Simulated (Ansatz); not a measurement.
Input file for Ansatz (a quantum-chemistry and plane-wave program): U-B3LYP/cc-pV(T+d)Z on ClFSi (SMILES F[Si]Cl), a point of a bond scan (R = 4.193 Å). Files ending in .json are basis or fitting sets from the Basis Set Exchange.

Ansatz 0.2 input:
```yaml
crystal:
  periodic: [false, false, false]
  atoms:
    - {symbol: Si, position_ang: [0.34761579, 0.26750639, 0.78195685]}
    - {symbol: F, position_ang: [0.95036201, 1.34196481, -0.25474125]}
    - {symbol: Cl, position_ang: [-1.92642511, -2.12900907, -1.80015973]}
basis:
  gaussian:
    orbitals: cc-pV_T+d_Z.json
hamiltonian:
  xc: {name: B3LYP}
magnetization: {spin_polarized: true, initial_magnetization: 0}
```

### Question
Give the final energy of this run.

### Answer
-849.5912 hartree. Its determinant has ⟨S²⟩ = 0.46, a mixture of spin states.

### Question
How many basis functions does it have, and what does it roughly cost on one machine?

### Answer
108 functions; roughly 21 core-seconds.
